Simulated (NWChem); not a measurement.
System meant: CH5NSSe; SMILES CS[Se]N

The following NWChem deck was run.

```
start job
memory heap 200 mb stack 900 mb global 1100 mb
geometry units angstroms noautoz
  Se    -0.362358     0.802503    -0.116561
  N      1.322092     1.421212     0.448613
  H      1.201561     2.150326     1.147517
  H      1.827496     1.795649    -0.350745
  S     -0.333275    -1.299048     0.586516
  C      0.621462    -2.170347    -0.718452
  H      0.150786    -2.049829    -1.696654
  H      0.622075    -3.230314    -0.443813
  H      1.650647    -1.806227    -0.744650
end
basis spherical
  * library def2-svp
end
dft
  xc xpbe96 cpbe96
  iterations 4
  mulliken
end
task dft energy
```

End of the output:

```
    Atom       Charge   Shell Charges
 -----------   ------   -------------------------------------------------------
    1 Se  34    33.92   2.00  2.00  1.96  1.14  0.67  5.99  5.79  2.00  2.14  7.82  2.04  0.37
    2 N    7     7.22   1.97  0.77  0.48  2.19  1.78  0.03
    3 H    1     0.94   0.60  0.22  0.13
    4 H    1     0.95   0.60  0.22  0.13
    5 S   16    15.86   2.00  1.96  1.02  0.69  5.80  1.86  2.43  0.10
    6 C    6     6.20   1.96  0.61  0.34  1.88  1.34  0.06
    7 H    1     0.97   0.64  0.27  0.07
    8 H    1     0.96   0.63  0.26  0.07
    9 H    1     0.97   0.64  0.26  0.07

 center of mass
 --------------
 x =  -0.12769933 y =   0.15673117 z =   0.00095574

 moments of inertia (a.u.)
 ------------------
         858.671367868754          -0.000000000000           0.000000000003
          -0.000000000000         273.134690564531          -0.000000000003
           0.000000000003          -0.000000000003         946.710904427561

     Multipole analysis of the density
     ---------------------------------

     L   x y z        total         alpha         beta         nuclear
     -   - - -        -----         -----         ----         -------
     0   0 0 0     -0.000000    -34.000000    -34.000000     68.000000

     1   1 0 0      0.443816      0.221908      0.221908      0.000000
     1   0 1 0      0.317193      0.158597      0.158597     -0.000000
     1   0 0 1     -0.415580     -0.207790     -0.207790      0.000000

     2   2 0 0    -33.103600    -67.831972    -67.831972    102.560343
     2   1 1 0      1.060000     -1.744576     -1.744576      4.549153
     2   1 0 1     -0.691407      1.374605      1.374605     -3.440617
     2   0 2 0    -27.024701   -222.977408   -222.977408    418.930116
     2   0 1 1      1.399725     -7.540061     -7.540061     16.479847
     2   0 0 2    -33.417666    -43.827739    -43.827739     54.237812

 ------------------------------------------------------------------------
 dft energy failed                                                                                  0
 ------------------------------------------------------------------------
 ------------------------------------------------------------------------
  current input line :
    22: task dft energy
 ------------------------------------------------------------------------
 ------------------------------------------------------------------------
 This type of error is most commonly associated with calculations not reaching convergence criteria
 ------------------------------------------------------------------------
 For more information see the NWChem manual at https://nwchemgit.github.io

0:dft energy failed:Received an Error in Communication
```

**Question.** Can this run be used? If not, why, and what is the fix?

**Answer.** Convergence was not reached. Cause: the SCF was allowed too few iterations. This input runs:
```
start job
memory heap 200 mb stack 900 mb global 1100 mb
geometry units angstroms noautoz
  Se    -0.362358     0.802503    -0.116561
  N      1.322092     1.421212     0.448613
  H      1.201561     2.150326     1.147517
  H      1.827496     1.795649    -0.350745
  S     -0.333275    -1.299048     0.586516
  C      0.621462    -2.170347    -0.718452
  H      0.150786    -2.049829    -1.696654
  H      0.622075    -3.230314    -0.443813
  H      1.650647    -1.806227    -0.744650
end
basis spherical
  * library def2-svp
end
dft
  xc xpbe96 cpbe96
  iterations 150
  mulliken
end
task dft energy
```
It converges to -2894.46209 Ha (PBE/def2-SVP).
